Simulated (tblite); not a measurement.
Run record: tight-binding relaxation, `N1[C@@H](C)[C@@H](C1)[AsH2]`.

Computed with GFN2-xTB geometry optimisation, gas phase (tblite 0.8.0). Start geometry: from a force field or distance geometry. A driver script takes a list of jobs; this job's settings line and coordinates (Å) are shown.

Command:
```bash
OMP_NUM_THREADS=1 python probes_run.py task.json out
```

Input:
```
{"job": {"kind": "relax", "xc": "GFN2-xTB", "basis": "xTB"}, "charge": 0, "multiplicity": 1}
C     -1.228500     1.354600     0.311500
C     -0.823700     0.021900    -0.222100
N     -1.106000    -1.136600     0.598000
C      0.203600    -1.630500     0.211900
C      0.646200    -0.208600     0.151200
As     1.720600     0.318000    -1.390500
H     -1.298600     2.118700    -0.505100
H     -2.173000     1.305300     0.878500
H     -0.458400     1.744200     1.020100
H     -1.033100    -0.191600    -1.271900
H     -1.247000    -0.962900     1.612700
H      0.166100    -2.149300    -0.750100
H      0.698300    -2.253500     0.991100
H      0.921400     0.221000     1.117200
H      1.925600     1.885300    -1.294800
H      3.079000    -0.426900    -1.469000
```

Task: Give the output.

Result: 
```
step      E/eV     max force
  0    -512.99406    2.907
  1    -513.44908    2.339
  2    -513.74731    1.461
  3    -513.94831    1.274
  4    -514.09412    1.014
  5    -514.19328    0.887
  6    -514.28193    0.835
  7    -514.35779    0.688
  8    -514.39980    0.537
  9    -514.42229    0.474
... (120 lines left out)
130    -514.72245    0.019
131    -514.72250    0.016
132    -514.72255    0.017
133    -514.72258    0.016
134    -514.72261    0.014
135    -514.72265    0.017
136    -514.72271    0.021
137    -514.72278    0.017
138    -514.72284    0.013
139    -514.72287    0.009
```

«max force» is the largest atomic force in eV/Å.

Task: From which step on does the largest force stay under 0.1 eV/Å, and how much energy is left to gain from there?

Result: From step 98 (0.087 eV/Å), 3.1 meV above the end.

Summary of the converged run: energy lowered by 39.9 kcal/mol over 139 steps; largest atomic force 0.009 eV/Å at the end.

Task: Where do the atoms end?

Result: 0.877 Å rms from the input after alignment:
```
atom  x, y, z in Å
C1    -1.2919    1.2123    0.7780
C2    -0.7200    0.2858   -0.2858
N3    -0.9765   -1.1436   -0.0900
C4     0.3364   -1.3313    0.5235
C5     0.7780   -0.0213   -0.1369
As6    1.6053   -0.3505   -1.9073
H7    -0.9329    2.2277    0.6228
H8    -2.3797    1.2180    0.7283
H9    -0.9906    0.8875    1.7726
H10   -1.0434    0.6278   -1.2810
H11   -1.7830   -1.3809    0.4797
H12    0.8376   -2.2488    0.1941
H13    0.3443   -1.2975    1.6211
H14    1.3502    0.6686    0.4861
H15    1.8553    1.1139   -2.1638
H16    3.0034   -0.4587   -1.3529
```

Hardware: one thread, Arm Neoverse N1 (aarch64), shared host. Cost: 1.3 s.
Labels such as C1 count atoms from 1, the log's own numbers from 0.
